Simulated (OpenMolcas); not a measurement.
Computed levels of 5s2 5p3 in ions with 51 electrons, in cm-1 above 4S* 3/2.

```
Program             : OpenMolcas
Method              : RASSCF
Basis               : ANO-R3
Scalar Hamiltonian  : X2C, finite nucleus
Spin-orbit coupling : state interaction with AMFI integrals over the reference wave functions, term energies averaged over their components
```

Active space for each ion: 3 electrons in 9 orbitals (RAS2 5p; RAS3 5d 6s, at most 1 electron).

```csv
Level,Te+,Xe3+
2D* 3/2,14504,17483
2D* 5/2,16204,21244
2P* 1/2,26391,33977
2P* 3/2,28813,39756
```

Q: Estimate 2D* 3/2, 2D* 5/2 for I2+ from its neighbours Te+ and Xe3+.

A: 2D* 3/2 is another term, which grows about linearly with the charge: (14504 + 17483) / 2 = 15994. The calculation gives 16090, so the estimate is off by -0.6 %.
2D* 5/2 is another term, which grows about linearly with the charge: (16204 + 21244) / 2 = 18724. The calculation gives 18747, so the estimate is off by -0.1 %.

With the s shell closed, the reference lacks s² → p² mixing. Only configurations of the active space appear.

* marks odd parity.
